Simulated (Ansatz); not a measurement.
Gas-phase electronic energies from Ansatz, PBE0-D4/def2-TZVP geometries. CCSD(T)/CBS is the MP2 limit (def2-TZVPP, def2-QZVPP) plus CCSD(T) − MP2 in def2-TZVPP, frozen cores. DFT in def2-TZVPP. B3LYP here is the variant with VWN-RPA as its local correlation; programs differ in this. One conformer a species, not always the lowest.

Reaction (redistribution): `O=C[SiH2]Cl` + `CB(O)[SiH]1CO1` → `Cl[SiH2][SiH]1CO1` + `CB(O)C=O`

```json
{"level": "PBE-D4", "ΔE (eV)": "-0.42"}
{"level": "r2SCAN-D4", "ΔE (eV)": "-0.43"}
{"level": "PBE0-D4", "ΔE (eV)": "-0.46"}
{"level": "B3LYP-D4", "ΔE (eV)": "-0.43"}
{"level": "PBE0", "ΔE (eV)": "-0.46"}
{"level": "B3LYP", "ΔE (eV)": "-0.43"}
{"level": "CCSD/def2-TZVPP", "ΔE (eV)": "-0.46"}
{"level": "MP2/def2-QZVPP", "ΔE (eV)": "-0.44"}
```

**Question.** What does CCSD(T)/CBS give? (Best estimate.)

**Answer.** Ansatz gave: -0.46 eV. The listed levels differ from it by 0.04, 0.03, 0.00, 0.03, 0.00, 0.03, 0.00, 0.02 eV.

Largest T1 diagnostic among the species: 0.015.

From PBE to PBE0 (25 % exact exchange), in def2-TZVPP and without D4, ΔE moves by −0.04 eV. In def2-TZVPP, CCSD(T) changes the Hartree–Fock value by +0.03 eV (the triples alone add +0.01 eV) and MP2 by +0.04 eV.
